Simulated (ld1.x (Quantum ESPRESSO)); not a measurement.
zirconium, TM: configuration errors across variants

```
Element                 : zirconium (Zr)
Generator               : ld1.x (Quantum ESPRESSO) 7.5
Type                    : norm-conserving Troullier–Martins (Kleinman–Bylander form)
Functional              : BLYP
Relativity              : fully relativistic
Frozen core             : [Kr]
Valence charge          : 4
Reference configuration : 4d2 5s2 5p0
Partial waves           : 5s (bound): rc 2.75 bohr; 5p (bound, empty): rc 3.35 bohr; 4d (bound): rc 2.85 bohr
Local potential         : all-electron potential smoothed inside 2.85 bohr (lloc = -1)
Core correction         : a·sin(br)/r model core inside 2.85 bohr
```

Open shells are filled in proportion to 2j + 1 (rel_dist='average').

All-electron excitation energies from the reference (eV): (1) 4d2 5s1 5p0 7.061; (2) 4d2 5s0 5p0 20.106; (3) 4d1 5s0 5p0 42.668; (4) 4d2 5s1.5 5p0 2.823; (5) 4d2 5s0 5p2 6.302; (6) 4d2 5s1 5p1 3.055; (7) 4d2 5s0 5p1 10.814.

Tests that are not counted but printed errors over 1 eV. “wave 5s (bound): rc 2.75 bohr becomes 5s (bound): rc 1.78 bohr”: 4d2 5s1 5p1 (solver errors, printed error -55.9 eV).

A true bound ghost makes a file unfit for plane-wave use even where its test errors are small: the radial tests pick states by their node count and pass the ghost by. Where a test does run into it, the solver fails or the error is huge.

Errors AE − PS in meV (a dash: test not solved or not reliable):

```csv
change,(1),(2),(3),(4),(5),(6),(7),bound ghosts
base,+19,+71,+147,+3.9,+20,+5.8,+44,none
wave 5s (bound): rc 2.75 bohr becomes 5s (bound): rc 1.78 bohr,+33,+268,+113,+6.6,+184,–,+223,s
wave 5s (bound): rc 2.75 bohr becomes 5s (bound): rc 2.02 bohr,+35,+244,+111,+7.1,+164,+31,+201,s
wave 5s (bound): rc 2.75 bohr becomes 5s (bound): rc 2.30 bohr,+28,+94,+88,+5.8,+35,+9.3,+63,s
wave 5s (bound): rc 2.75 bohr becomes 5s (bound): rc 2.50 bohr,+23,+73,+116,+4.7,+20,+6.5,+45,s
wave 5s (bound): rc 2.75 bohr becomes 5s (bound): rc 2.88 bohr,+18,+72,+156,+3.7,+21,+5.8,+44,none
wave 5s (bound): rc 2.75 bohr becomes 5s (bound): rc 3.08 bohr,+18,+72,+157,+3.7,+21,+5.8,+44,none
wave 5s (bound): rc 2.75 bohr becomes 5s (bound): rc 3.32 bohr,+19,+68,+142,+3.9,+18,+5.4,+42,none
wave 5s (bound): rc 2.75 bohr becomes 5s (bound): rc 3.64 bohr,+20,+58,+104,+4.1,+12,+4.4,+34,s
wave 5s (bound): rc 2.75 bohr becomes 5s (bound): rc 4.14 bohr,+21,+19,-25,+4.7,-12,+1.0,+7.8,none
```

Problem. Give the same row for: wave 5s (bound): rc 2.75 bohr becomes 5s (bound): rc 3.90 bohr.

Solution. +21, +39, +38, +4.5, -0.3, +2.7, +21; bound ghosts: s.
